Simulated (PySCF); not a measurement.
Molfile (atoms numbered from 1):
```
C6H8F2O
     RDKit          3D

 17 17  0  0  0  0  0  0  0  0999 V2000
   -2.2103    0.6073   -0.0778 C   0  0  0  0  0  0  0  0  0  0  0  0
   -0.7488    0.3069   -0.3754 C   0  0  2  0  0  0  0  0  0  0  0  0
   -0.2538   -0.9583    0.3302 C   0  0  0  0  0  0  0  0  0  0  0  0
    1.2069   -1.2164   -0.0338 C   0  0  0  0  0  0  0  0  0  0  0  0
    1.9495    0.0810    0.0451 C   0  0  0  0  0  0  0  0  0  0  0  0
    3.3023    0.0006    0.0804 F   0  0  0  0  0  0  0  0  0  0  0  0
    1.3316    1.2560    0.1169 C   0  0  0  0  0  0  0  0  0  0  0  0
    1.9770    2.4204    0.2495 F   0  0  0  0  0  0  0  0  0  0  0  0
    0.0012    1.4429    0.0583 O   0  0  0  0  0  0  0  0  0  0  0  0
   -2.3607    0.6865    0.9952 H   0  0  0  0  0  0  0  0  0  0  0  0
   -2.4920    1.5505   -0.5362 H   0  0  0  0  0  0  0  0  0  0  0  0
   -2.8404   -0.1843   -0.4717 H   0  0  0  0  0  0  0  0  0  0  0  0
   -0.5999    0.1979   -1.4606 H   0  0  0  0  0  0  0  0  0  0  0  0
   -0.8767   -1.8044    0.0434 H   0  0  0  0  0  0  0  0  0  0  0  0
   -0.3459   -0.8084    1.4074 H   0  0  0  0  0  0  0  0  0  0  0  0
    1.6612   -1.9275    0.6593 H   0  0  0  0  0  0  0  0  0  0  0  0
    1.2917   -1.6384   -1.0400 H   0  0  0  0  0  0  0  0  0  0  0  0
  1  2  1  0
  2  3  1  0
  3  4  1  0
  4  5  1  0
  5  6  1  0
  5  7  2  0
  7  8  1  0
  7  9  1  0
  9  2  1  0
  1 10  1  0
  1 11  1  0
  1 12  1  0
  2 13  1  6
  3 14  1  0
  3 15  1  0
  4 16  1  0
  4 17  1  0
M  END
```

Geometry: GFN2-xTB; GIAO absolute shieldings from PySCF 2.14, gas phase, non-relativistic, averaged over equivalent atoms.

At LC-wPBE/3-21G (97 basis functions, 14 s wall time on 1 thread of an Arm Neoverse V2, shared host):
```json
{"atoms": "C7", "σ (ppm)": "69.3"}
{"atoms": "C5", "σ (ppm)": "96.2"}
{"atoms": "C2", "σ (ppm)": "149.3"}
{"atoms": "C3", "σ (ppm)": "187.6"}
{"atoms": "C4", "σ (ppm)": "190.7"}
{"atoms": "C1", "σ (ppm)": "192.0"}
{"atoms": "F8", "σ (ppm)": "326.8"}
{"atoms": "F6", "σ (ppm)": "399.8"}
{"atoms": "O9", "σ (ppm)": "268.8"}
{"atoms": "H13", "σ (ppm)": "29.27"}
{"atoms": "H17", "σ (ppm)": "30.76"}
{"atoms": "H16", "σ (ppm)": "31.13"}
{"atoms": "H15", "σ (ppm)": "31.49"}
{"atoms": "H10/H11/H12", "σ (ppm)": "31.69"}
{"atoms": "H14", "σ (ppm)": "31.76"}
```

Q: Predict the values at PBE0/pcSseg-1 on the same geometry.

A: 
```csv
atoms,σ at PBE0/pcSseg-1,change
C7,25.7,-43.6
C5,54.8,-41.4
C2,110.5,-38.8
C3,154.2,-33.4
C4,159.3,-31.4
C1,163.6,-28.4
F8,286.9,-39.9
F6,360.3,-39.5
O9,217.0,-51.8
H13,27.82,-1.45
H17,29.00,-1.76
H16,29.30,-1.83
H15,30.12,-1.37
H10/H11/H12,30.32,-1.37
H14,30.13,-1.63
```

The largest change is at O9 (ether oxygen). Cost: 193 basis functions, 27 s wall time on 1 thread of an Arm Neoverse V2, shared host. The order of the carbon signals is the same at both levels.
